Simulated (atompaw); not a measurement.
## Cutoff test, platinum (Pt), PAW (atompaw)

```
Element                 : Pt (Z = 78)
Generator               : atompaw 4.2.0.5
Type                    : PAW
Functional              : PBEsol
Relativity              : scalar-relativistic
Frozen core             : [Xe] 4f14
Valence charge          : 10
Reference configuration : 5d9 6s0 6p0 (charge +1)
Partial waves           : 6s (bound, empty): rc 2.95 bohr; 6s channel at 0.55 Ry: rc 2.95 bohr; 6p (bound, empty): rc 2.95 bohr; 6p channel at -0.11 Ry: rc 2.95 bohr; 5d (bound): rc 1.75 bohr; 5d channel at 3.15 Ry: rc 1.75 bohr
Local potential         : vpsmatchnc scheme with l = 3 at 0 Ry, radius 2.75 bohr
Core correction         : smooth core density matched at 2.70 bohr
Augmentation charge     : besselshape compensation charge, radius 2.45 bohr; PAW radius 2.95 bohr; waves and projectors: custom polynom2 7 10 vanderbiltortho
```

The pseudo-atom Hamiltonian at the reference potential is diagonalised in spherical Bessel functions j_l(qr) that vanish at 20 bohr, with q² up to the cutoff. All-electron valence levels (Ry): 6s -0.9477, 6p -0.4824, 5d -1.0535.

Task: How do the lowest levels (Ry) of each channel move with the cutoff, and are there ghosts?

Result:

```
cutoff (Ry)     s #1     s #2     s #3     p #1     d #1     d #2     f #1  Σ f·Δε (mRy)
          8  -0.9472  -0.2323  -0.0809  -0.4818  -0.4955  -0.1177  -0.0493        5022.3
         12  -0.9474  -0.2377  -0.1845  -0.4821  -0.8407  -0.1378  -0.0493        1915.4
         21  -1.3550  -0.9476  -0.2319  -0.4824  -1.0489  -0.1449  -0.0493          41.4
         30  -1.4970  -0.9477  -0.2319  -0.4824  -1.0527  -0.1450  -0.0493           6.9
         45  -1.5475  -0.9477  -0.2319  -0.4824  -1.0530  -0.1450  -0.0493           4.4
         55  -1.5483  -0.9477  -0.2319  -0.4824  -1.0531  -0.1450  -0.0493           3.7
         70  -1.5487  -0.9477  -0.2319  -0.4824  -1.0531  -0.1450  -0.0493           3.2
        100  -1.5487  -0.9477  -0.2319  -0.4824  -1.0532  -0.1450  -0.0493           2.6
        120  -1.5487  -0.9477  -0.2319  -0.4824  -1.0533  -0.1450  -0.0493           1.9
        180  -1.5487  -0.9477  -0.2319  -0.4824  -1.0534  -0.1450  -0.0493           0.6
        230  -1.5487  -0.9477  -0.2319  -0.4824  -1.0534  -0.1450  -0.0493           0.3
        400  -1.5487  -0.9477  -0.2319  -0.4824  -1.0535  -0.1450  -0.0493           0.0
```

Result: ghost state, extra bound levels that the all-electron valence spectrum of the same l lacks: s at -21.1 eV (a true bound ghost makes a file unfit for plane-wave use); 10 mRy is reached at 30 Ry and 1 mRy at 180 Ry.
